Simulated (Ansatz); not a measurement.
The cluster HfO₃H₂ (the lowest singlet isomer of a short search). Charge 0, multiplicity 1. Geometry B3LYP-D4/def2-TZVP, basis def2-TZVP, Ansatz.

Cartesian coordinates in Å:
```
Hf 0.044 -0.162 0.361
O -0.267 1.608 1.094
O 1.199 1.337 0.792
O -0.425 -0.675 -1.457
H 0.036 -1.585 1.597
H -0.588 -0.523 -2.387
```

```json
{"run": "A", "HOMO (eV)": "-6.44", "LUMO (eV)": "-3.01"}
{"run": "B", "HOMO (eV)": "-6.32", "LUMO (eV)": "-2.83"}
{"run": "C", "HOMO (eV)": "-7.59", "LUMO (eV)": "-2.28"}
{"run": "D", "HOMO (eV)": "-10.02", "LUMO (eV)": "-0.51"}
{"run": "E", "HOMO (eV)": "-5.96", "LUMO (eV)": "-2.97"}
{"run": "F", "HOMO (eV)": "-10.05", "LUMO (eV)": "-0.24"}
```

In the def2 sets Hf takes a core potential; there is no spin–orbit coupling. The structure holds one bond between oxygen atoms, so isomers without such links may lie far lower. The structure comes from a short search, and lower isomers may exist.

Q: The runs used B97M-V, PBE0, r2SCAN, revPBE, ωB97M-V, ωB97X-V. Estimate which is which.

A: A B97M-V (0 % exact exchange); B r2SCAN (0 % exact exchange); C PBE0 (25 % exact exchange); D ωB97M-V (range-separated); E revPBE (0 % exact exchange); F ωB97X-V (range-separated). Exact exchange lowers occupied and raises empty levels; among semilocal functionals meta-GGAs tend to open the gap a little, and such runs are hard to tell apart. The gap grows from 2.99 eV (revPBE) to 9.81 eV (ωB97X-V).
